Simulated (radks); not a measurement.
Species: Pb79+. Configuration: [He] 2s1 (the NIST ground configuration). Method: Dirac Kohn-Sham, PBE, spin-unpolarised, spherical densities, point nucleus; computed with a radial shooting solver on a logarithmic mesh with Libxc functionals. Some entries of the table are withheld. Estimate them.

| orbital | occ. | eigenvalue (Ry) | r(max) (bohr) |
|---|---|---|---|
| 1s1/2 | 2 | -7262.921 | 0.009814 |
| 2s1/2 | 1 | -1824.542 | (1) |
| 2p1/2 | 0 | (2) | (3) |
| 2p3/2 | 0 | (4) | (5) |
| 3s1/2 | 0 | (6) | (7) |

Answer. 
(1) 2s1/2 r(max) (bohr): 0.05576
(2) 2p1/2 eigenvalue (Ry): -1808.498
(3) 2p1/2 r(max) (bohr): 0.04036
(4) 2p3/2 eigenvalue (Ry): -1626.736
(5) 2p3/2 r(max) (bohr): 0.04761
(6) 3s1/2 eigenvalue (Ry): -782.2874
(7) 3s1/2 r(max) (bohr): 0.1451
